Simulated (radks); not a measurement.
All-electron calculation, scalar-relativistic Kohn-Sham, SCAN, spin-unpolarised, spherical densities, finite nucleus; meta-GGA in the generalised Kohn-Sham scheme; Fermi nuclear charge, rms radius of each element as measured or else 0.836 A^(1/3) + 0.57 fm. Program: a radial shooting solver on a logarithmic mesh with Libxc functionals. Each species is in its NIST ground configuration. Rank Cd+, Zr+, Tc+, Pd+, Rh+, Ag+, Mo+, Ru+, Nb+ by mean radius of the outermost orbital (bohr), largest first.

Answer. Zr+ 3.46, Tc+ 3.03, Cd+ 2.63, Nb+ 2.05, Mo+ 1.88, Ru+ 1.63, Rh+ 1.54, Pd+ 1.45, Ag+ 1.38.
